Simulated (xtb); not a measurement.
xtb input (GFN2-xTB):

```bash
xtb mol.xyz --gfn 2 --ohess tight --chrg -1 --uhf 0
```
mol.xyz:
```
9

B      0.17580659     0.07807331    -0.17526094
N      1.54709400    -0.14260205    -0.74838121
N     -0.66747369    -0.98634634     0.37365652
N     -0.40362944     1.57455225    -0.18375330
H      2.10893928    -0.56234366     0.08105171
H     -0.11209522    -1.46636306     1.09809915
H     -0.75463167    -1.75277967    -0.43066578
H     -0.62137797     1.76127811     0.76132293
H     -1.28475091     1.50825837    -0.76205912
```

End of the output:

```
       1    220.83    -0.58207 ( 99.74%)    -0.61622 (  0.26%)    -0.58216
       2    256.85    -0.50181 ( 99.86%)    -0.57150 (  0.14%)    -0.50191
   ------------------------------------------------------------------------

   temp. (K)  partition function   enthalpy   heat capacity  entropy
                                   cal/mol     cal/K/mol   cal/K/mol   J/K/mol
 298.15  VIB   4.47                 1670.961     13.374      8.580
         ROT  0.453E+05              888.752      2.981     24.285
         INT  0.202E+06             2559.714     16.355     32.865
         TR   0.426E+27             1481.254      4.968     38.070
         TOT                        4040.9675    21.3235    70.9351   296.7925

       T/K    H(0)-H(T)+PV         H(T)/Eh          T*S/Eh         G(T)/Eh
   ------------------------------------------------------------------------
    298.15    0.643969E-02    0.740697E-01    0.337036E-01    0.403662E-01
   ------------------------------------------------------------------------

         :::::::::::::::::::::::::::::::::::::::::::::::::::::
Note: The following floating-point exceptions are signalling: IEEE_UNDERFLOW_FLAG IEEE_DENORMAL
normal termination of xtb
         ::                  THERMODYNAMIC                  ::
         :::::::::::::::::::::::::::::::::::::::::::::::::::::
         :: total free energy         -12.681261722108 Eh   ::
         ::.................................................::
         :: total energy              -12.721627881409 Eh   ::
         :: zero point energy           0.067630031427 Eh   ::
         :: G(RRHO) w/o ZPVE           -0.027263872125 Eh   ::
         :: G(RRHO) contrib.            0.040366159302 Eh   ::
         :::::::::::::::::::::::::::::::::::::::::::::::::::::

optimized geometry written to: xtbopt.xyz

           -------------------------------------------------
          | TOTAL ENERGY              -12.721627881409 Eh   |
          | TOTAL ENTHALPY            -12.647558158294 Eh   |
          | TOTAL FREE ENERGY         -12.681261722108 Eh   |
          | GRADIENT NORM               0.000444665922 Eh/α |
          | HOMO-LUMO GAP               6.064912034358 eV   |
           -------------------------------------------------

------------------------------------------------------------------------
------------------------------------------------------------------------
 total:
 SCF:
 ANC optimizer:
 analytical hessian:
```

It need not be the lowest isomer of its formula. Whether it binds its extra electron was not tested at this geometry.
